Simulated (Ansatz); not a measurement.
The cluster Sr6 (the lowest singlet isomer of a short search), 6 atoms. Hardware: 4 threads of Intel Xeon Platinum 8259CL on a shared host.

In the def2 sets Sr takes a core potential; there is no spin–orbit coupling. Correlated methods freeze no core orbitals; core or outer-core shells of Sr are correlated, in sets that lack core-valence functions.

Q: How many basis functions does each of these Ansatz runs have, and roughly what does it cost? PBE/def2-TZVP, charge 0 singlet, energy, from earlier orbitals; PBE0/def2-SVP, charge 0 singlet, energy with a search over starts; PBE0/def2-TZVP, charge 1 doublet at the geometry of the charge 0 singlet, energy, from earlier orbitals; PBE-QIDH/def2-TZVP, charge 0 singlet, energy, from earlier orbitals; BLYP/def2-TZVP, charge 0 singlet, energy, from earlier orbitals; PBE0/def2-SVP, charge 1 doublet at the geometry of the charge 0 singlet, energy with a search over starts; PBE/def2-TZVPD, charge -1 doublet at the geometry of the charge 0 singlet, energy, from earlier orbitals; r2SCAN/def2-TZVP, charge 0 singlet, energy, from earlier orbitals; HF/STO-3G, charge 0 singlet, energy; CCSD(T)/def2-SVP, charge 0 singlet, energy, from earlier orbitals; PBE0/def2-SVP, charge 0 singlet, energy, from earlier orbitals; r2SCAN/def2-TZVPD, charge -1 doublet at the geometry of the charge 0 singlet, energy, from earlier orbitals.

A: Other jobs shared the machine, so times can vary by a factor of up to 3. A dash marks memory too small to be measured apart from the calling script's.

```csv
run,functions,fitting or Cholesky vectors,wall time,peak host memory (GiB)
"HF/STO-3G, charge 0 singlet, energy",132,1256,2.7 s,0.61
"PBE0/def2-SVP, charge 0 singlet, energy, from earlier orbitals",138,1686,3.6 s,–
"PBE/def2-TZVP, charge 0 singlet, energy, from earlier orbitals",198,1878,4.3 s,–
"BLYP/def2-TZVP, charge 0 singlet, energy, from earlier orbitals",198,1878,5.5 s,–
"PBE0/def2-SVP, charge 0 singlet, energy with a search over starts",138,1686,7.5 s,–
"r2SCAN/def2-TZVP, charge 0 singlet, energy, from earlier orbitals",198,1878,10 s,–
"PBE-QIDH/def2-TZVP, charge 0 singlet, energy, from earlier orbitals",198,1800,13 s,0.64
"PBE/def2-TZVPD, charge -1 doublet at the geometry of the charge 0 singlet, energy, from earlier orbitals",198,1878,25 s,0.84
"PBE0/def2-TZVP, charge 1 doublet at the geometry of the charge 0 singlet, energy, from earlier orbitals",198,1932,32 s,1.3
"PBE0/def2-SVP, charge 1 doublet at the geometry of the charge 0 singlet, energy with a search over starts",138,1356,65 s,0.74
"r2SCAN/def2-TZVPD, charge -1 doublet at the geometry of the charge 0 singlet, energy, from earlier orbitals",198,1878,80 s,1
"CCSD(T)/def2-SVP, charge 0 singlet, energy, from earlier orbitals",138,1356,85 s,1.7
```
